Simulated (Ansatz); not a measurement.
`CB[CH2][AlH2]` + `B[CH2][AlH][OH]` → `[OH][AlH][AlH2]` + `BCCBC`  (redistribution)

Isolated molecules relaxed with PBE0-D4/def2-TZVP in Ansatz; ΔE leaves out vibrations. CBS: MP2 limit from def2 TZ/QZ plus the TZ coupled-cluster correction, frozen cores. One conformer a species, not always the lowest.

| species | CCSD(T)/CBS(def2) energy (Eh) |
| --- | --- |
| `CB[CH2][AlH2]` | -347.72419 |
| `B[CH2][AlH][OH]` | -383.69719 |
| `[OH][AlH][AlH2]` | -561.63147 |
| `BCCBC` | -169.74101 |

Work out ΔE.

ΔE = (-561.63147) + (-169.74101) − (-347.72419) − (-383.69719) = 0.04890 Eh = +128.4 kJ/mol.

Largest T1 diagnostic among the species: 0.013.

At CCSD(T), def2-SVP lies −5.8 kJ/mol from the extrapolated value and def2-TZVPP −1.6 kJ/mol. From r2SCAN to r2SCAN0 (25 % exact exchange), in def2-TZVPP and without D4, ΔE moves by −4.0 kJ/mol. Leaving LDA and LC-ωPBE aside and taking each functional with its dispersion term where it has one, the values, not all of them listed here, spread over 19.0 kJ/mol, from ωB97X-V to ωB97M-V. LDA lies +3.8 kJ/mol from PBE without D4.
